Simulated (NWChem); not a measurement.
VNHF$_{3}$; SMILES [NH]=[V]([F])([F])[F]

Computed with NWChem. All runs use the structure optimised with PBE0/def2-SVP. Total energies compare along this basis series because the functional is fixed.

```tsv
level	basis functions	energy (Ha)	highest occupied level (eV)	orbital gap (eV)	dipole (D)
B3LYP/def2-SVP	92	-1298.6584	-9.11	5.82	2.37
B3LYP/def2-SVPD	131	-1298.7021	-9.48	5.81	2.49
B3LYP/def2-TZVP	175	-1299.2312	-9.33	5.86	2.39
B3LYP/def2-TZVPP	202	-1299.2372	-9.32	5.87	___
```

Problem. Some entries are withheld; supply them.

Solution. 
- B3LYP/def2-TZVPP, dipole (D): 2.33
